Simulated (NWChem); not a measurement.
System: Si2NH6Cl; SMILES [Si@@H](Cl)([SiH3])N

Input file for NWChem:

```
start job
memory heap 200 mb stack 900 mb global 1100 mb
geometry units angstroms noautoz
  N     -1.931254     0.314059    -0.400002
  Si    -0.463579     0.088948     0.477942
  Si     0.519192    -1.939614    -0.172658
  Cl     0.978904     1.612461     0.198548
  H     -1.938531     0.208203    -1.408282
  H     -2.577559     1.041357    -0.112460
  H     -0.816123     0.164209     1.916510
  H      1.857889    -2.097925     0.454632
  H      0.674310    -1.968655    -1.653975
  H     -0.345304    -3.081325     0.235124
end
basis spherical
  N library def2-svp
  Si library def2-svp
  Cl library def2-svp
  H library def2-svp
end
dft
  xc slater vwn_5
  iterations 150
  mulliken
end
task dft energy
```

NWChem printed, in part:

```
             Northwest Computational Chemistry Package (NWChem) 7.3.0
             --------------------------------------------------------

 C1  symmetry detected

                             Geometry "geometry" -> ""
                             -------------------------

 Output coordinates in angstroms (scale by  1.889725989 to convert to a.u.)

  No.       Tag          Charge          X              Y              Z
 ---- ---------------- ---------- -------------- -------------- --------------
    1 N                    7.0000    -2.00090592     0.09696500    -0.33704204
    2 Si                  14.0000    -0.45561967     0.11849287     0.42921999
    3 Si                  14.0000     0.69195834    -1.85907218    -0.09659762
    4 Cl                  17.0000     0.78605249     1.74046882    -0.12517547
    5 H                    1.0000    -2.07225449    -0.11838435    -1.32518224
    6 H                    1.0000    -2.69961375     0.78217295    -0.06936620
    7 H                    1.0000    -0.70522309     0.31411706     1.87796382
    8 H                    1.0000     2.08325821    -1.81185859     0.42562870
    9 H                    1.0000     0.73760850    -2.03361512    -1.57533216
   10 H                    1.0000    -0.00906755    -3.03104639     0.49685220

 Effective nuclear repulsion energy (a.u.)     271.4329350490

                                 NWChem DFT Module
                                 -----------------

 Summary of "ao basis" -> "ao basis" (spherical)
 ------------------------------------------------------------------------------
       Tag                 Description            Shells   Functions and Types
 ---------------- ------------------------------  ------  ---------------------
 N                          def2-svp                 6       14   3s2p1d
 Si                         def2-svp                 8       18   4s3p1d
 Cl                         def2-svp                 8       18   4s3p1d
 H                          def2-svp                 3        5   2s1p

            General Information
            -------------------
          SCF calculation type: DFT
          Wavefunction type:  closed shell.
          No. of atoms     :    10
          No. of electrons :    58
           Alpha electrons :    29
            Beta electrons :    29
          Charge           :     0
          Spin multiplicity:     1
          Use of symmetry is: off; symmetry adaption is: off
          Maximum number of iterations: 150
          AO basis - number of functions:    98
                     number of shells:    48
          Convergence on energy requested:  1.00D-06
          Convergence on density requested:  1.00D-05
          Convergence on gradient requested:  5.00D-04

              XC Information
              --------------
                        Slater Exchange Functional  1.000 local
                      VWN V Correlation Functional  1.000 local

             Grid Information
             ----------------
          Grid used for XC integration:  medium
          Radial quadrature: Mura-Knowles
          Angular quadrature: Lebedev.
          Tag              B.-S. Rad. Rad. Pts. Rad. Cut. Ang. Pts.
          ---              ---------- --------- --------- ---------
          N                   0.65       49          11.0       434
          Si                  1.10       88          11.0       590
          Cl                  1.00       88          12.0       590
          H                   0.35       45          13.0       434
          Grid pruning is: on
          Number of quadrature shells:   583
          Spatial weights used:  Erf1

      Superposition of Atomic Density Guess
      -------------------------------------

 Sum of atomic energies:       -1094.04046351

      Non-variational initial energy
      ------------------------------

 Total energy =   -1095.398600
 1-e energy   =   -2053.348705
 2-e energy   =     686.517170
 HOMO         =      -0.310927
 LUMO         =       0.047525

     ---------------------------------------------
      Total Density - Mulliken Population Analysis
     ---------------------------------------------

    Atom       Charge   Shell Charges
 -----------   ------   -------------------------------------------------------
    1 N    7     7.75   1.99  1.03  0.45  2.59  1.69  0.01
    2 Si  14    13.18   2.00  1.99  0.98  0.18  5.93  0.97  0.90  0.22
    3 Si  14    13.83   2.00  1.99  1.03  0.30  5.94  1.18  1.31  0.09
    4 Cl  17    17.47   2.00  1.99  1.23  0.72  5.94  2.17  3.40  0.01
    5 H    1     0.75   0.59  0.12  0.04
    6 H    1     0.75   0.59  0.12  0.04
    7 H    1     1.09   0.71  0.37  0.01
    8 H    1     1.06   0.69  0.36  0.01
    9 H    1     1.06   0.69  0.36  0.01
   10 H    1     1.06   0.69  0.36  0.01

   convergence    iter        energy       DeltaE   RMS-Dens  Diis-err
 ---------------- ----- ----------------- --------- --------- ---------
 d= 0,ls=0.0,diis     1  -1092.8825794292 -1.36D+03  1.42D-02  8.66D-01
 d= 0,ls=0.0,diis     2  -1092.8210803879  6.15D-02  1.08D-02  9.65D-01
 d= 0,ls=0.0,diis     3  -1092.9273059774 -1.06D-01  3.13D-03  2.05D-01
 d= 0,ls=0.0,diis     4  -1092.9493817391 -2.21D-02  1.40D-03  1.70D-02
 d= 0,ls=0.0,diis     5  -1092.9517629946 -2.38D-03  3.29D-04  7.50D-04
  Resetting Diis
 d= 0,ls=0.0,diis     6  -1092.9518603579 -9.74D-05  9.63D-05  4.78D-05
 d= 0,ls=0.0,diis     7  -1092.9518683595 -8.00D-06  3.37D-05  1.90D-06
 d= 0,ls=0.0,diis     8  -1092.9518681978  1.62D-07  1.98D-05  2.87D-06
 d= 0,ls=0.0,diis     9  -1092.9518686892 -4.91D-07  2.41D-06  6.45D-08

         Total DFT energy =    -1092.951868689152
      One electron energy =    -2056.614933221241
           Coulomb energy =      767.105844537271
    Exchange-Corr. energy =      -74.875715054197
 Nuclear repulsion energy =      271.432935049014

 Numeric. integr. density =       58.000000609691

                       DFT Final Molecular Orbital Analysis
                       ------------------------------------

 Vector   27  Occ=2.000000D+00  E=-2.707319D-01
              MO Center=  4.4D-01,  1.3D+00, -1.3D-02, r^2= 2.6D+00
   Bfn.  Coefficient  Atom+Function         Bfn.  Coefficient  Atom+Function
  ----- ------------  ---------------      ----- ------------  ---------------
    63      0.514555   4 Cl pz               60      0.384966   4 Cl pz
    57      0.225736   4 Cl pz               61      0.210873   4 Cl px
    62     -0.169682   4 Cl py                3      0.166691   1 N  s
    58      0.153293   4 Cl px               80     -0.128614   7 H  s
    79     -0.126709   7 H  s                59     -0.125337   4 Cl py

 Vector   28  Occ=2.000000D+00  E=-2.470562D-01
              MO Center=  2.9D-01,  4.3D-01,  1.2D-01, r^2= 4.4D+00
   Bfn.  Coefficient  Atom+Function         Bfn.  Coefficient  Atom+Function
  ----- ------------  ---------------      ----- ------------  ---------------
    62      0.319866   4 Cl py               61     -0.289925   4 Cl px
    63      0.231186   4 Cl pz               59      0.226283   4 Cl py
    58     -0.209099   4 Cl px               41      0.196829   3 Si py
    79     -0.174540   7 H  s                60      0.166563   4 Cl pz
    80     -0.161565   7 H  s                23     -0.149055   2 Si py

 Vector   29  Occ=2.000000D+00  E=-2.364769D-01
              MO Center= -1.3D+00,  2.3D-01, -2.2D-01, r^2= 3.0D+00
   Bfn.  Coefficient  Atom+Function         Bfn.  Coefficient  Atom+Function
  ----- ------------  ---------------      ----- ------------  ---------------
     5      0.424116   1 N  py                8     -0.337591   1 N  py
    61     -0.221459   4 Cl px                4      0.201522   1 N  px
     6     -0.187806   1 N  pz                7     -0.176256   1 N  px
    62     -0.173345   4 Cl py               58     -0.157054   4 Cl px
     9      0.148587   1 N  pz               63     -0.124959   4 Cl pz

 Vector   30  Occ=0.000000D+00  E=-3.067062D-02
              MO Center= -1.7D-01, -6.4D-01,  8.5D-03, r^2= 5.2D+00
   Bfn.  Coefficient  Atom+Function         Bfn.  Coefficient  Atom+Function
  ----- ------------  ---------------      ----- ------------  ---------------
     3      0.668971   1 N  s                45      0.634264   3 Si pz
    90      0.631033   9 H  s                27      0.474110   2 Si pz
    85     -0.433088   8 H  s                80     -0.373867   7 H  s
    25      0.359887   2 Si px               43      0.315529   3 Si px
    75     -0.307541   6 H  s                26     -0.268262   2 Si py

 Vector   31  Occ=0.000000D+00  E=-2.262870D-02
              MO Center=  7.2D-02, -7.2D-01,  1.4D-01, r^2= 4.7D+00
   Bfn.  Coefficient  Atom+Function         Bfn.  Coefficient  Atom+Function
  ----- ------------  ---------------      ----- ------------  ---------------
    43      0.645501   3 Si px               95      0.587087  10 H  s
    25      0.551520   2 Si px               85     -0.413212   8 H  s
    62      0.379491   4 Cl py                3      0.336360   1 N  s
    45     -0.308664   3 Si pz               54     -0.306798   4 Cl s
    17      0.304844   2 Si s                18      0.248656   2 Si s

 Vector   32  Occ=0.000000D+00  E= 5.481176D-03
              MO Center=  3.8D-01, -1.2D+00,  3.9D-02, r^2= 5.1D+00
   Bfn.  Coefficient  Atom+Function         Bfn.  Coefficient  Atom+Function
  ----- ------------  ---------------      ----- ------------  ---------------
    44      1.227753   3 Si py               18     -0.929024   2 Si s
    26      0.677265   2 Si py               36      0.644151   3 Si s
    17     -0.621714   2 Si s                95      0.418161  10 H  s
    25     -0.406876   2 Si px                3      0.288701   1 N  s
    80      0.281431   7 H  s                75     -0.275383   6 H  s

     ---------------------------------------------
      Total Density - Mulliken Population Analysis
     ---------------------------------------------

[...]
```

Level: LDA (Slater exchange, VWN5)/def2-SVP. Coordinates come from a B3LYP/6-31G* (spherical d) optimisation.
